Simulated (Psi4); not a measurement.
C₄H₁₅NSi₃ (SMILES N[SiH2][C@]1([SiH3])CC[SiH2]C1), singlet, at a GFN2-xTB geometry; PBE0/STO-3G run with Psi4.

Here is a job for Psi4.
```
memory 2 GB

molecule {
0 1
N     2.55866277   -1.10403945   -0.05229455
Si    1.15175563   -0.77723189   -0.99375346
C     0.09576344    0.48123035   -0.02199139
Si    0.97478050    2.17505104    0.00933216
C    -0.18060913    0.01173278    1.41185906
C    -1.11122073   -1.20334654    1.38520114
Si   -2.35151271   -0.79174026    0.00193492
C    -1.28246139    0.61805557   -0.70057706
H     2.44403959   -1.41189608    0.89951187
H     3.30014705   -1.62853491   -0.48548801
H     0.35184830   -1.96450091   -1.35313877
H     1.66150044   -0.18938841   -2.23561960
H     0.12107639    3.12137022    0.74318519
H     2.26969339    2.09543522    0.68441510
H     1.14577763    2.67412430   -1.35659824
H     0.74959160   -0.20460651    1.94343829
H    -0.68393817    0.81548047    1.96074505
H    -1.56407652   -1.36517551    2.36267727
H    -0.54329909   -2.10311243    1.14624250
H    -3.64146641   -0.32142243    0.52194611
H    -2.57388256   -1.90387651   -0.92677421
H    -1.73767386    1.57945643   -0.44451275
H    -1.18913850    0.60378603   -1.78610904
}

set {
  basis sto-3g
}

energy('pbe0')
print_variables()
```

It wrote (shortened):

```
   => Loading Basis Set <=

    Name: STO-3G
    Role: ORBITAL
    Keyword: BASIS

         ---------------------------------------------------------
                                   SCF
               by Justin Turney, Rob Parrish, Andy Simmonett
                          and Daniel G. A. Smith
                              RKS Reference
         ---------------------------------------------------------

  ==> Geometry <==

    Molecular point group: c1
    Full point group: C1

    Geometry (in Angstrom), charge = 0, multiplicity = 1:

       Center              X                  Y                   Z               Mass
    ------------   -----------------  -----------------  -----------------  -----------------
         N            2.559260600005    -1.105181297563    -0.042121926708    14.003074004430
         SI           1.152353460005    -0.778373737563    -0.983580836708    27.976926534650
         C            0.096361270005     0.480088502437    -0.011818766708    12.000000000000
         SI           0.975378330005     2.173909192437     0.019504783292    27.976926534650
         C           -0.180011299995     0.010590932437     1.422031683292    12.000000000000
         C           -1.110622899995    -1.204488387563     1.395373763292    12.000000000000
         SI          -2.350914879995    -0.792882107563     0.012107543292    27.976926534650
         C           -1.281863559995     0.616913722437    -0.690404436708    12.000000000000
         H            2.444637420005    -1.413037927563     0.909684493292     1.007825032230
         H            3.300744880005    -1.629676757563    -0.475315386708     1.007825032230
         H            0.352446130005    -1.965642757563    -1.342966146708     1.007825032230
         H            1.662098270005    -0.190530257563    -2.225446976708     1.007825032230
         H            0.121674220005     3.120228372437     0.753357813292     1.007825032230
         H            2.270291220005     2.094293372437     0.694587723292     1.007825032230
         H            1.146375460005     2.672982452437    -1.346425616708     1.007825032230
         H            0.750189430005    -0.205748357563     1.953610913292     1.007825032230
         H           -0.683340339995     0.814338622437     1.970917673292     1.007825032230
         H           -1.563478689995    -1.366317357563     2.372849893292     1.007825032230
         H           -0.542701259995    -2.104254277563     1.156415123292     1.007825032230
         H           -3.640868579995    -0.322564277563     0.532118733292     1.007825032230
         H           -2.573284729995    -1.905018357563    -0.916601586708     1.007825032230
         H           -1.737076029995     1.578314582437    -0.434340126708     1.007825032230
         H           -1.188540669995     0.602644182437    -1.775936416708     1.007825032230

  Running in c1 symmetry.

  Rotational constants: A =      0.05018  B =      0.03187  C =      0.02552 [cm^-1]
  Rotational constants: A =   1504.33890  B =    955.30157  C =    765.19214 [MHz]
  Nuclear repulsion =  658.003573447674512

  Charge       = 0
  Multiplicity = 1
  Electrons    = 88
  Nalpha       = 44
  Nbeta        = 44

  ==> Algorithm <==

  SCF Algorithm Type is DF.
  DIIS enabled.
  MOM disabled.
  Fractional occupation disabled.
  Guess Type is SAD.
  Energy threshold   = 1.00e-06
  Density threshold  = 1.00e-06
  Integral threshold = 1.00e-12

  ==> Primary Basis <==

  Basis Set: STO-3G
    Blend: STO-3G
    Number of shells: 45
    Number of basis functions: 67
    Number of Cartesian functions: 67
    Spherical Harmonics?: true
    Max angular momentum: 1

  ==> DFT Potential <==

   => LibXC <=

    Version 7.1.2
    S. Lehtola, C. Steigemann, M. J. T. Oliveira, and M. A. L. Marques,  SoftwareX 7, 1–5 (2018) (10.1016/j.softx.2017.11.002)

   => Composite Functional: PBE0 <=

    PBE0 Hyb-GGA Exchange-Correlation Functional

[...]

   => Loading Basis Set <=

    Name: (STO-3G AUX)
    Role: JKFIT
    Keyword: DF_BASIS_SCF

  ==> Integral Setup <==

  SCF_SUBTYPE=INCORE selected. In-core MEM_DF algorithm will be used.
  Using in-core AOs.

  ==> MemDFJK: Density-Fitted J/K Matrices <==

    J tasked:                   Yes
    K tasked:                   Yes
    wK tasked:                   No
    Algorithm:                 Core
    Schwarz Cutoff:           1E-12
    Mask sparsity (%):       6.1038
    Fitting Condition:        1E-10

   => Auxiliary Basis Set <=

  Basis Set: (STO-3G AUX)
    Blend: DEF2-UNIVERSAL-JKFIT
    Number of shells: 329
    Number of basis functions: 1031
    Number of Cartesian functions: 1214
    Spherical Harmonics?: true
    Max angular momentum: 4

  Minimum eigenvalue in the overlap matrix is 2.0977055972E-01.
  Reciprocal condition number of the overlap matrix is 7.9879365637E-02.
    Using symmetric orthogonalization.

  ==> Pre-Iterations <==

  SCF Guess: Superposition of Atomic Densities via on-the-fly atomic UHF (no occupation information).

   -------------------------
    Irrep   Nso     Nmo
   -------------------------
     A         67      67
   -------------------------
    Total      67      67
   -------------------------

  ==> Iterations <==

                           Total Energy        Delta E     RMS |[F,P]|

   @DF-RKS iter SAD: -1066.47133824263028   -1.06647e+03   0.00000e+00
   @DF-RKS iter   1: -1071.40732368922272   -4.93599e+00   4.74998e-03 DIIS/ADIIS
   @DF-RKS iter   2: -1071.44083253935537   -3.35089e-02   3.58916e-03 DIIS/ADIIS
   @DF-RKS iter   3: -1071.47840675286625   -3.75742e-02   3.76023e-04 DIIS/ADIIS
   @DF-RKS iter   4: -1071.47882666120813   -4.19908e-04   6.65974e-05 DIIS
   @DF-RKS iter   5: -1071.47883956965120   -1.29084e-05   2.03731e-05 DIIS
   @DF-RKS iter   6: -1071.47884069275074   -1.12310e-06   4.26416e-06 DIIS
   @DF-RKS iter   7: -1071.47884074362742   -5.08767e-08   6.65071e-07 DIIS
  Energy and wave function converged.

  ==> Post-Iterations <==

   Electrons on quadrature grid:
      Ntotal   =   87.9999670299 ; deviation = -3.297e-05

    Orbital Energies [Eh]
    ---------------------

    Doubly Occupied:

[...]
    Virtual:

[...]
    Final Occupation by Irrep:
              A
    DOCC [    44 ]
    NA   [    44 ]
    NB   [    44 ]

  @DF-RKS Final Energy: -1071.47884074362742

   => Energetics <=

    Nuclear Repulsion Energy =            658.0035734476745120
    One-Electron Energy =               -2794.3377027321721471
    Two-Electron Energy =                1138.0522040013502192
    DFT Exchange-Correlation Energy =     -73.1969154604801702
    Empirical Dispersion Energy =           0.0000000000000000
    VV10 Nonlocal Energy =                  0.0000000000000000
    Total Energy =                      -1071.4788407436274156

Computation Completed

Properties will be evaluated at   0.000000,   0.000000,   0.000000 [a0]

Properties computed using the SCF density matrix

 Multipole Moments:

 ------------------------------------------------------------------------------------
     Multipole            Electronic (a.u.)      Nuclear  (a.u.)        Total (a.u.)
 ------------------------------------------------------------------------------------

 L = 1.  Multiply by 2.5417464519 to convert [e a0] to [Debye]
 Dipole X            :         -0.2401672            0.0994161           -0.1407511
 Dipole Y            :         -0.2650730           -0.1898841           -0.4549572
 Dipole Z            :         -1.6584489            1.6916657            0.0332168
 Magnitude           :                                                    0.4773890

 ------------------------------------------------------------------------------------

  Variable Map:
  ----------------------------------------------------------------------------
[...]
  Array Variable Map:
  ----------------------------------------------------------------------------
[...]
[...]
```
